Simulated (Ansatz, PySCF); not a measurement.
C2H13NSi3 (SMILES C[SiH](C)[SiH2][SiH2]N), singlet, at a GFN2-xTB geometry, atoms displaced at random by about 0.03 Å a coordinate. Base run: PySCF with PBE0/STO-3G, gradient.

Input for PySCF:
```python
from pyscf import gto, scf, dft

mol = gto.Mole()
mol.atom = '''
    Si    1.70772112    0.13267977   -0.51362536
    C     2.76445370   -1.22629661   -1.44949012
    C     2.24202776   -0.04935417    1.30244106
    Si   -0.53488457   -0.23659444   -0.77263099
    Si   -1.87711730    0.49801724    0.90584756
    N    -3.54939570    0.62268268    0.65057749
    H     2.21334610    1.44736609   -1.00066636
    H     3.81872292   -1.08920656   -1.27705959
    H     2.55314397   -1.16174184   -2.48125219
    H     2.51946307   -2.21667512   -1.11373350
    H     3.30158500    0.11787265    1.49834966
    H     1.67615036    0.66279902    1.92554625
    H     1.95257787   -1.04059041    1.73226333
    H    -0.80192485   -1.68222973   -0.94282023
    H    -0.99795003    0.33869649   -2.03266783
    H    -1.60504574    1.84242247    1.29016606
    H    -1.77679035   -0.29195315    2.21631077
    H    -4.08868522   -0.31358306    0.58320562
    H    -3.95716305    1.28908432   -0.02090443
'''
mol.basis = 'sto-3g'
mol.verbose = 3
mol.build()

mf = dft.RKS(mol)
mf.xc = 'pbe0'
mf.kernel()
g = mf.nuc_grad_method()
grad = g.kernel()
```

Programs used: Ansatz (a first-principles code), PySCF; a row that names a program was run with it.

The coordinate followed is z of atom 11.

The base run was repeated with changes; each row names its change, and settings that it needs were set with it.

```csv
change,dE/dx (Eh/bohr),net force (Eh/bohr)
base,0.004656,0.000009
grids.level = 5; grid_response = on,0.004657,0.000000
grids.level = 1; grid_response = on,0.004674,0.000000
finite difference step (bohr) = 0.2; conv_tol = 1e-11,0.005102,-
finite difference step (bohr) = 1e-5; conv_tol = 1e-11,0.004662,-
grids.level = 0; grid_response = on,0.004752,0.000000
grids.level = 0; grid_response = off,0.004354,0.007654
density fitting = on; auxbasis_response = off,0.004647,0.002059
finite difference step (bohr) = 0.01; conv_tol = 1e-11,0.004663,-
conv_tol = 1e-4,0.004620,0.000009
conv_tol = 1e-11,0.004656,0.000009
code = ansatz,0.004656,0.000000
```

The net force is zero for an exact gradient.
